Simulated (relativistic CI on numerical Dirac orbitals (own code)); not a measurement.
Calculated at this level of theory: Dirac-Coulomb-Breit CI, orbitals from a KLI potential per configuration, model QED (radiative potential, 1s self-energy scaled to tabulated hydrogen-like ionisation energies), unscaled Slater integrals (own radial code, finite nucleus).

The strongest absorption lines from the ground level of an ion, among the configurations computed and to levels below about 3870 eV (vacuum wavelength in nm, gf): 0.34660 (0.0079), 0.36545 (0.42), 0.37094 (0.034), 0.37367 (1.5), 0.39060 (0.05), 3.9252 (0.14).

(1) Which ion is it?
A. Ru XLI
B. Sn XLV
C. Ru XXXIX
D. Sr XXXIII

Results:

(1) C. Ru XXXIX has 6 electrons and the ground level 2s2.2p2 3P_0; the strongest line goes to 2s2.2p.3d 3D°_1. The pattern of lines fixes the number of electrons, and along that sequence the line energies rise steadily with the charge (about as its square where n changes within one kind of shell, about linearly where n is kept but much faster in heavy ions where fine structure, which grows about as Z⁴, sets the gap, and irregularly where shells cross), which fixes Z. Configurations outside the model, such as inner-shell arrays, can give stronger lines. At this charge energies of transitions that change n are usually good to better than 1 %, and those within a shell (Δn = 0) to a few per cent.

LS names give the leading component of a level, which can be under half, so a name can repeat, a term be missing and a line seem to break the LS rules.
